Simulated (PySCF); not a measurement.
## State search for PbF

Unrestricted PBE0; basis Pb def2-SVP with ECP60, F def2-SVP; scalar-relativistic core potentials; PySCF 2.14. Outer shells of the fragments: Pb 5d10 6s2 6p2; F 2s2 2p5.

Followed along the bond (rough minima from three points):

```tsv
2Ms+1	unpaired	⟨S²⟩ at the start	R at minimum (Å)	Te (eV)
2	π ↑	0.75	2.07	0.00
4	σ ↑, π ↑↑	3.76	none in the scan	≤ 4.34
```

Solutions found at the starting distance of 2.010 Å, counted from the lowest of them; the search is not exhaustive and high or unbound solutions are not listed, so other states can lie among these:

```tsv
2Ms+1	unpaired	term	E (eV)	⟨S²⟩	⟨Lz²⟩	μ (D)
2	π ↑	²Π	0.00	0.75	1.00	-3.16
2	σ ↑	²Σ⁺	2.45	0.75	0.00	-2.36
4	σ ↑, π ↑↑	⁴Σ⁻	4.52	3.76	0.00	-1.32
2	σ ↓, π ↑↑	mixed	5.11	1.76	0.00	-0.60
2	σ ↑, π ↑↓	mixed	5.16	1.76	2.01	-0.92
4	π ↑↑↑	⁴Π	5.90	3.75	1.00	1.89
4	σ ↑↑, π ↑	⁴Π	6.45	3.75	1.00	-0.20
```

A term symbol is given only where ⟨S²⟩ and ⟨Lz²⟩ are close to those of a pure state; real π, δ and φ orbitals otherwise mix terms. A positive dipole means Pb(−)F(+).

These are scalar-relativistic numbers at best; spin–orbit coupling would shift them, the dissociation energy most. Counting both spins, an empty level lies below a filled one in some of these solutions, because spin and occupation are held.
